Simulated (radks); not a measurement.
Q: Species: Cl4+. Configuration: [Ne] 3s2 3p1. Calculated with a radial shooting solver on a logarithmic mesh with Libxc functionals: scalar-relativistic Kohn-Sham, r2SCAN, spin-polarised, spherical densities, finite nucleus; open shells are filled with parallel spins first; meta-GGA in the generalised Kohn-Sham scheme; Fermi nuclear charge, rms radius 3.3654 fm. Some entries of the table are withheld. Estimate them.

orbital,occ.,eigenvalue (eV),r(max) (bohr)
1s up,1,-2832.458,0.05948
1s down,1,-2832.101,0.05948
2s up,1,-321.8424,0.3605
2s down,1,-321.6191,0.3607
2p up,3,-258.9403,0.3010
2p down,3,-258.5122,0.3013
3s up,1,-75.4520,1.208
3s down,1,-72.8776,1.205
3p up,1,(1),1.274
3p down,0,(2),1.271

A: 
(1) 3p up eigenvalue (eV): -60.4063
(2) 3p down eigenvalue (eV): -58.0047
